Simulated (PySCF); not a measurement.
**Electron correlation in Ru²⁺ (ruthenium, charge +2)**

[Kr] 4d5 5s1, high-spin 7S determinant (an excited configuration). Calculation: PySCF 2.14, in x2c-TZVPPall with one added diffuse shell each of s, p, d, f type (9s7p7d3f1g, 95 functions); scalar relativity by spin-free X2C-1e. Frozen: [Kr]; 6 electrons correlated.

| level | correlation energy (mhartree) |
| --- | --- |
| CCSD | -86.96 |
| (T) | -1.26 |
| CCSD(T) | -88.22 |

Diagnostics: T1 = 0.0035, D1 = 0.0119, largest double amplitude 0.020.

Cost of the coupled-cluster step: roughly 10 core-seconds, for 6 correlated electrons.

Iterations:

```
CC2 = 0
CCSD nocc = (np.int64(6), np.int64(0)), nmo = (77, 77)
frozen orbitals [[0, 1, 2, 3, 4, 5, 6, 7, 8, 9, 10, 11, 12, 13, 14, 15, 16, 17], [0, 1, 2, 3, 4, 5, 6, 7, 8, 9, 10, 11, 12, 13, 14, 15, 16, 17]]
max_cycle = 100
direct = 0
conv_tol = 1e-08
conv_tol_normt = 1e-06
diis_space = 8
diis_start_cycle = 0
Init t2, MP2 energy = -0.0800409142558613
Init E_corr(UCCSD) = -0.0800409142627451
cycle = 1  E_corr(UCCSD) = -0.0862228439209048  dE = -0.00618192966  norm(t1,t2) = 0.0159539
cycle = 2  E_corr(UCCSD) = -0.0868430683474244  dE = -0.000620224427  norm(t1,t2) = 0.00363561
cycle = 3  E_corr(UCCSD) = -0.0869750326991665  dE = -0.000131964352  norm(t1,t2) = 0.00114038
cycle = 4  E_corr(UCCSD) = -0.0869640006888557  dE = 1.10320103e-05  norm(t1,t2) = 6.73668e-05
cycle = 5  E_corr(UCCSD) = -0.0869641448889109  dE = -1.44200055e-07  norm(t1,t2) = 5.43376e-06
cycle = 6  E_corr(UCCSD) = -0.086964146240386  dE = -1.3514751e-09  norm(t1,t2) = 4.92294e-07
UCCSD converged
E(UCCSD) = -4527.20136683777  E_corr = -0.08696414624038602
UCCSD(T) correction = -0.0012567837528471
```
